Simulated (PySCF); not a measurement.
Computed shifts of a molecule C2H13NSi3, HF/pcSseg-1 (PySCF), GIAO, gas phase, atoms alike by connectivity averaged where their shifts nearly agree, in ppm (number of nuclei): ¹³C: -2.4 (1), -10.6 (1). ²⁹Si: -35.9 (1), -45.0 (1), -61.0 (1). ¹⁵N: -5.4 (1). ¹H: 4.63 (1), 4.49 (1), 4.06 (1), 3.86 (3), 0.60 (3), 0.56 (1), 0.17 (1), 0.02 (1), -0.33 (1). References: ¹³C against TMS (σ = 192.6 ppm); ²⁹Si against TMS (σ = 393.8 ppm); ¹⁵N against NH3 (σ = 267.3 ppm); ¹H against TMS (σ = 31.99 ppm), references at their B3LYP-D3(BJ)/def2-TZVP geometries, non-relativistic. The structure is a stationary point at B3LYP-D3(BJ)/def2-SVP. One conformer was computed; it need not be the lowest.

Question: Which molecule gave these data?
(A) C[Si@H](C[SiH3])[SiH2]N
(B) C[SiH2][C@H]([SiH3])N[SiH3]
(C) C[Si@@H]([SiH3])NC[SiH3]
(D) C[SiH2][SiH2]N(C)[SiH3]

Answer: A, C[Si@H](C[SiH3])[SiH2]N
